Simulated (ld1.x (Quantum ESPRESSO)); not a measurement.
What the settings do to the TM potential of silver (Ag)

Base potential:

| Property | Result |
| --- | --- |
| Element | silver (Ag) |
| Generator | ld1.x (Quantum ESPRESSO) 7.5 |
| Type | norm-conserving Troullier–Martins (Kleinman–Bylander form) |
| Functional | PBE |
| Relativity | fully relativistic |
| Frozen core | [Ar] 3d10 |
| Valence charge | 19 |
| Reference configuration | 4s2 4p6 4d10 5s0 5p1 |
| Partial waves | 4p (bound): rc 1.70 bohr; 4d (bound): rc 1.45 bohr; 4s (bound): rc 1.15 bohr |
| Local potential | the s channel |
| Core correction | none |

Open shells are filled in proportion to 2j + 1 (rel_dist='average').

Occupied shells without a wave of their own: 5p. They enter only through the test configuration that unscreens the potential.

All-electron outer shells of the reference configuration (PBE, scalar-relativistic, ld1.x):

```json
{"shell": "3p", "level (eV)": "-559.45", "outermost node (bohr)": "0.15", "outermost maximum (bohr)": "0.32"}
{"shell": "3d", "level (eV)": "-360.43", "outermost node (bohr)": "–", "outermost maximum (bohr)": "0.27"}
{"shell": "4s", "level (eV)": "-97.07", "outermost node (bohr)": "0.44", "outermost maximum (bohr)": "0.82"}
{"shell": "4p", "level (eV)": "-60.61", "outermost node (bohr)": "0.44", "outermost maximum (bohr)": "0.88"}
{"shell": "4d", "level (eV)": "-9.43", "outermost node (bohr)": "0.43", "outermost maximum (bohr)": "1.04"}
{"shell": "5s", "level (eV)": "-5.76", "outermost node (bohr)": "1.11", "outermost maximum (bohr)": "2.43"}
{"shell": "5p", "level (eV)": "-1.69", "outermost node (bohr)": "1.25", "outermost maximum (bohr)": "3.58"}
```

Cutoffs, loose and tight: the cutoffs (Ry, on a coarse ladder) from which the occupation-weighted sum of valence levels, in a spherical-Bessel basis at the reference potential, stays within 10 and 1 mRy of its value at 400 Ry. They do not see the model core or the augmentation charge, which bear on the density cutoff. Test errors are all-electron minus pseudo excitation energies from the reference, over the configurations 4s2 4p6 4d10 5s1 5p0; 4s2 4p6 4d10 5s0 5p0; 4s2 4p6 4d9 5s0 5p0; 4s2 4p5 4d10 5s1 5p0; 4s2 4p6 4d10 5s0.5 5p0; 4s2 4p6 4d9 5s1 5p0; 4s2 4p6 4d7 5s0 5p0. A dash means not determined; rows that change the core or the reference have their own tests.

A true bound ghost makes a file unfit for plane-wave use even where its test errors are small: the radial tests pick states by their node count and pass the ghost by.

Cutoffs are not given where the Bessel-basis levels miss the radial ones by over 6 mRy, ghosts where they miss by over 20 mRy; a channel whose overlap is not positive is not tested.

```csv
change,outcome,"cutoff, loose","cutoff, tight",bound ghosts,largest test error (meV)
base,generated,110 Ry,200 Ry,none,-846
wave 4s (bound): rc 1.15 bohr becomes 4s (bound): rc 0.82 bohr,"generated, misses its reference levels by 0.15 eV",200 Ry,300 Ry,none,-1030
wave 4s (bound): rc 1.15 bohr becomes 4s (bound): rc 1.16 bohr,generated,110 Ry,200 Ry,none,-846
wave 4s (bound): rc 1.15 bohr becomes 4s (bound): rc 1.32 bohr,"generated, misses its reference levels by 0.16 eV",90 Ry,140 Ry,none,-1106
wave 4s (bound): rc 1.15 bohr becomes 4s (bound): rc 1.56 bohr,"generated, misses its reference levels by 0.33 eV",–,–,s (extra level of the local part),+2707
```

**Question.** What comes out with this change to the base: wave 4s (bound): rc 1.15 bohr becomes 4s (bound): rc 0.94 bohr?

**Answer.** outcome: generated, misses its reference levels by 0.16 eV; cutoff, loose: 140 Ry; cutoff, tight: 260 Ry; bound ghosts: none; largest test error (meV): -1121.

**Question.** What comes out with this change to the base: wave 4s (bound): rc 1.15 bohr becomes 4s (bound): rc 1.68 bohr?

**Answer.** outcome: generated, misses its reference levels by 0.46 eV; bound ghosts: s (extra level of the local part); largest test error (meV): +3810.

Reading the sweep of the s radius (base included, trends over the rows without a ghost): The loose cutoff falls from 200 Ry at 0.82 to 90 Ry at 1.32 bohr. A larger radius leaves more room for a smooth pseudo-wave, so fewer plane waves are needed; a smaller one forces it to follow the all-electron wave where it bends sharply. The median size of the test errors (rows with all tests solved) is not monotonic: lowest 195.2 meV at 1.15 bohr, highest 590.4 meV at 1.32 bohr. Bound ghosts are found at 1.56, 1.68 bohr.
